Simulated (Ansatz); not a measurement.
Total energies of the cluster PSe₃ (the lowest doublet isomer of a short search) from Ansatz at PBE-D4/def2-TZVPD, gas phase (1 Eh = 27.2114 eV = 2625.5 kJ/mol). The reference geometry is relaxed at r2SCAN-D4/def2-SVP.

Cartesian coordinates in Å:
```
P 0.745 -0.028 0.026
Se 0.888 -2.123 0.230
Se -0.779 0.960 -1.339
Se -0.854 1.191 1.084
```

| state | geometry | energy (Eh) |
| --- | --- | --- |
| charge 0 doublet | reference | -7544.84905 |
| charge -1 singlet | reference | -7544.95317 |
| charge -1 singlet | relaxed at r2SCAN-D4/def2-SVPD | -7544.96449 |
| free P atom (quartet) | – | -341.10318 |
| free Se atom (triplet) | – | -2401.12538 |

Other spin states of the ions weren't run at this level and may lie lower.

Work out the vertical electron affinity, to the singlet.

E(charge 0 doublet) − E(charge -1 singlet) = -7544.84905 − (-7544.95317) = 0.10412 Eh = 2.83 eV.

How much does the charge -1 singlet relax, and what is the adiabatic electron affinity?

Relaxation: -7544.95317 − (-7544.96449) = 0.01132 Eh = 0.31 eV. Adiabatic electron affinity: 0.11544 Eh = 3.14 eV, without zero-point energy. 

What is the binding energy per atom against free atoms?

Atoms: 1 × (-341.10318) + 3 × (-2401.12538) = -7544.47932 Eh. Binding: -7544.47932 − (-7544.84905) = 0.36973 Eh = 10.06 eV, or 2.52 eV for each of 4 atoms (no zero-point energy, no counterpoise term).

The structure comes from a short search, and lower isomers may exist.
